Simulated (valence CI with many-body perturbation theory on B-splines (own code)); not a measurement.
# Cr¹⁹⁺ in three bases

Calculated by valence CI with perturbative core correlation (CI+MBPT): three valence electrons over a frozen Dirac-Fock core [He], radial functions for each j: 9 s, 9 p, 8 d, 6 f, 3 g, 1 h, with the one-electron correlation potential Σ1, the two-electron term Σ2, the three-electron term Σ3, Breit, model QED; selected CI, second order for the rest, scaled by the run's own slope (own B-spline code, finite nucleus).

No measured levels were compared; by estimate levels of excited configurations hold to 0.05 to 0.15 % of their energy, terms of the ground configuration to about 0.5 %.

The reference run has the lowest level 2s2 2p 2P°_1/2 and an ionisation energy of 1495.32 eV. Its largest variational space holds 10796 state functions.

Names give the largest LS component (configuration and term), which can be under half, so a name can repeat, a term be missing and a line seem to break the LS rules; names also repeat where a configuration has a term twice.

Changed runs:
A. basis 6 s, 6 p, 5 d, 3 f, 1 g
B. basis 5 s, 5 p, 4 d, 2 f

Excitation energies of the reference run in cm⁻¹, and shifts in cm⁻¹:

| Level | Reference | A | B |
| --- | --- | --- | --- |
| 2s2 2p 2P°_3/2 | 82959 | -1.4 | -5.3 |
| 2s 2p2 4P_1/2 | 354977 | -137 | -400 |
| 2s 2p2 4P_3/2 | 391648 | -146 | -425 |
| 2s 2p2 4P_5/2 | 430722 | -133 | -399 |
| 2s 2p2 2D_3/2 | 641190 | +127 | +387 |
| 2s 2p2 2D_5/2 | 653281 | +119 | +358 |
| 2s 2p2 2P_1/2 | 760720 | +181 | +571 |
| 2s 2p2 2S_1/2 | 848000 | +190 | +595 |
| 2s 2p2 2P_3/2 | 861919 | +152 | +502 |
| 2p3 4S°_3/2 | 1102040 | -110 | -329 |
| 2p3 2D°_3/2 | 1229940 | +122 | +359 |
| 2p3 2D°_5/2 | 1248600 | +125 | +354 |
| Ionisation energy (eV) | 1495.32 | -0.016 | -0.06 |
